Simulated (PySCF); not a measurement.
An unknown is described by computed data only.

Formula: C5H10N2SSi2.

| Quantity | Value |
| --- | --- |
| NMR, other nuclei | isotropic shieldings of nuclei other than C and H, by class: -89 (1 N), 36 (1 N), 390 (1 Si), 407 (1 Si), 831 (1 S) ppm [GIAO PBE0/pcSseg-1] |
| 13C NMR | chemical shifts (computed TMS as zero) by class: 150.8 (1 C), 147.1 (1 C), 129.8 (1 C), 123.3 (1 C), 114.2 (1 C) ppm [GIAO PBE0/pcSseg-1] |
| Rotational structure | rotational constants A, B, C: 1.681, 0.437, 0.394 GHz [GFN2-xTB] |
| 1H NMR | chemical shifts (computed TMS as zero) by class: 9.56 (1 H), 7.01 (1 H), 6.65 (1 H), 6.24 (1 H), 5.68 (1 H), 5.44 (2 H), 4.39 (3 H) ppm [GIAO PBE0/pcSseg-1] |
| Dipole | 4.63 D [PBE0/pcSseg-1] |

The electronic properties come from PySCF, for the isolated species, density fitting. Levels stand in brackets. Geometry: GFN2-xTB, one conformer, isolated molecule. Each NMR value is the plain mean over a class of atoms that symmetry, rotation or inversion makes alike.

Q: Give a SMILES that accounts for the data.

A: Numbering: `[CH2:1]=[CH:2][c:3]1[cH:4][c:5]([SiH2:6][S:7][SiH3:8])[n:9][nH:10]1`. Its formula, C5H10N2SSi2, gives 4 degrees of unsaturation: 1 ring and 3 π bonds in the structure found (Kekulé form). 5 carbons fall into 5 classes; from least to most shielded: substituted aromatic carbon [C5] (150.8 ppm), substituted aromatic carbon [C3] (147.1 ppm), alkene CH carbon [C2] (129.8 ppm), terminal =CH2 carbon [C1] (123.3 ppm), aromatic CH carbon [C4] (114.2 ppm). Hydrogen classes from least to most shielded: 1 H on a pyrrole-type nitrogen, N10 (9.56 ppm), 1 H on an aromatic CH carbon, C4 (7.01 ppm), 1 H on an alkene CH carbon, C2 (6.65 ppm), 1 H on a terminal =CH2 carbon, C1 (6.24 ppm), 1 H on a terminal =CH2 carbon, C1 (5.68 ppm), 2 H on an SiH2 silicon, Si6 (5.44 ppm), 3 H on an SiH3 silicon, Si8 (4.39 ppm, a mean of values up to 1.2 ppm apart in this geometry). The other shieldings belong to: -89 ppm, pyridine-type nitrogen [N9]; 36 ppm, pyrrole-type nitrogen [N10]; 390 ppm, SiH2 silicon [Si6]; 407 ppm, SiH3 silicon [Si8]; 831 ppm, sulfur bonded to 2 Si [S7]. The optimised geometry has point group C1 and is an asymmetric top. Structure: `C=Cc1[nH]nc([SiH2]S[SiH3])c1`. Computed isomers that give other values at the same levels: `C=C[SiH2]c1cc(S[SiH3])n[nH]1` (13C chemical shifts (computed TMS as zero) by class: 154.7 (1 C), 146.7 (1 C), 137.1 (1 C), 136.7 (1 C), 119.7 (1 C) ppm). The assignments are read from this structure; whether some other isomer fits the data as well wasn't checked.

Shape of the structure used: `[CH2:1]=[CH:2][c:3]1[cH:4][c:5]([SiH2:6][S:7][SiH3:8])[n:9][nH:10]1`: C1–C2–C3–C4 1°, C4–C5–Si6–S7 -106°, C5–Si6–S7–Si8 -35°.
